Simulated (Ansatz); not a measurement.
Compare A (`C/C=C1\C=CCC1`) with its isomer B (`CC1(C)C=CC=C1`).

Isolated molecules relaxed with PBE0-D4/def2-TZVP in Ansatz; ΔE leaves out vibrations. CBS: MP2 limit from def2 TZ/QZ plus the TZ coupled-cluster correction, frozen cores. DFT in def2-TZVPP.

**Question.** Which isomer does CCSD(T)/CBS put lower? Give the gap. (An estimate is asked.)

**Answer.** Computed: B, by 0.2 kcal/mol. So small a gap doesn't settle the order.

**Question.** Give E(B) − E(A) in kcal/mol with ωB97M-V, CCSD(T)/def2-SVP, CCSD(T)/def2-TZVPP, CCSD/def2-TZVPP, LDA (SPW92), HF/def2-TZVPP, PBE0-D4. (Estimate.)

**Answer.** Ansatz gave: ωB97M-V 0.4, CCSD(T)/def2-SVP -0.8, CCSD(T)/def2-TZVPP -0.2, CCSD/def2-TZVPP 0.5, LDA (SPW92) 2.7, HF/def2-TZVPP 3.6, PBE0-D4 2.5. The order is the other way round with ωB97M-V, CCSD/def2-TZVPP, LDA (SPW92), HF/def2-TZVPP, PBE0-D4.

Largest T1 diagnostic: 0.011.

From BLYP to BHLYP (50 % exact exchange), in def2-TZVPP and without D4, E(B) − E(A) moves by −1.2 kcal/mol. The D4 term adds −1.4 kcal/mol with B3LYP and −0.8 kcal/mol with PBE0; it sums over pairs of atoms, weighted by their polarisabilities, and B3LYP, whose exchange is more repulsive, gets the larger term.

B3LYP here is the variant with VWN-RPA as its local correlation; programs differ in this.
